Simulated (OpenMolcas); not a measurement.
A calculation on Cu5+.

| Item | Value |
| --- | --- |
| Program | OpenMolcas 26.06 |
| Method | MS-CASPT2, IPEA 0.25 Eh, imaginary shift 0.1 Eh (closed shells correlated: 3s 3p) |
| Basis | ANO-RCC-VTZP [6s5p3d2f1g] |
| Scalar Hamiltonian | DKH2, point nucleus |
| Active space | 6 electrons in 5 orbitals (3d) |
| State averaging | 2S+1 = 5 even, 5 roots; 2S+1 = 3 even, 45 roots kept (CI in the orbitals of an earlier block); 2S+1 = 1 even, 50 roots kept (CI in the orbitals of an earlier block) |
| Spin-orbit coupling | RASSI with atomic mean-field integrals over the reference wave functions, term energies averaged over their components |

Task: Which level of the active space comes out lowest?

Result: 3d⁶ ⁵D₄, with 100 % of that term; it is also the measured ground level.

Task: How high does 3d⁶ ³F₄(1) lie?

Result: 33440 cm⁻¹ above the lowest level; measured 32756 cm⁻¹ above the ground level, so the calculation is off by +2 %.

Task: How high does 3d⁶ ³P₀(1) lie?

Result: 34290 cm⁻¹ above the lowest level; measured 33868 cm⁻¹ above the ground level, so the calculation is off by +1 %.

Task: How high does 3d⁶ ³H₆ lie?

Result: 31350 cm⁻¹ above the lowest level; measured 30418 cm⁻¹ above the ground level, so the calculation is off by +3 %.

Task: The level at 32030 cm⁻¹ has J = 4. What is it made of, and what is its g factor?

Result: 80 % 3d⁶ ³H₄, 12 % 3d⁶ ³F(1), 6 % 3d⁶ ³G; g = 0.872, against 0.800 from Landé's formula for the pure leading term.

Measured values: Sugar and Musgrove, J. Phys. Chem. Ref. Data 19, 527 (1990).

Term energies are means over components that CASPT2 splits; among the terms shown or strongly mixed into the levels shown the widest spread is 250 cm-1 (3d⁶ ³H). Terms from blocks run as CI alone lack orbitals of their own. Measured partners are found by configuration, term and J. A level has none where our copy of the source lacks it or the pairing is in doubt (some pairs that miss far off the trend of their configuration count as doubtful), and it then counts in no deviation. Levels of configurations outside the active space are missing.

A number in round brackets counts repeated terms of one configuration in the order of the reference energies.
